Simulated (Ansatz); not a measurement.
The same redistribution along the group B, Al, In.

Program: Ansatz. Geometries: PBE0-D4/def2-TZVP. ΔE: electronic, gas phase. CCSD(T)/CBS is the MP2 limit (def2-TZVPP, def2-QZVPP) plus CCSD(T) − MP2 in def2-TZVPP, frozen cores. This one scheme is used for every species. Functionals use def2-TZVPP. def2 core potentials past Kr. For Br, In outer-core shells are correlated without core-valence functions, which leaves a few kJ/mol of doubt a bond. Scalar relativity is left out up to krypton. Each species was taken in one conformer, which may not be the lowest.

| reaction | ωB97X-V (eV) | B2PLYP (eV) | CCSD/CBS(def2) (eV) |
| --- | --- | --- | --- |
| `NB(F)Br` + `F[SiH2]S[SiH3]` → `FB(F)Br` + `N[SiH2]S[SiH3]` | 0.69 | 0.70 | 0.71 |
| `[NH2][Al]([F])[Br]` + `F[SiH2]S[SiH3]` → `[F][Al]([F])[Br]` + `N[SiH2]S[SiH3]` | 0.05 | 0.05 | 0.02 |
| `[NH2][In]([F])[Br]` + `F[SiH2]S[SiH3]` → `[F][In]([F])[Br]` + `N[SiH2]S[SiH3]` | 0.49 | 0.55 | 0.57 |

**Question.** Give the CCSD(T)/CBS values in the same order. (An estimate is asked.)

**Answer.** The calculation gave: 0.69, 0.01, 0.57 eV.

Largest T1 diagnostic: 0.014, for `[F][In]([F])[Br]`.
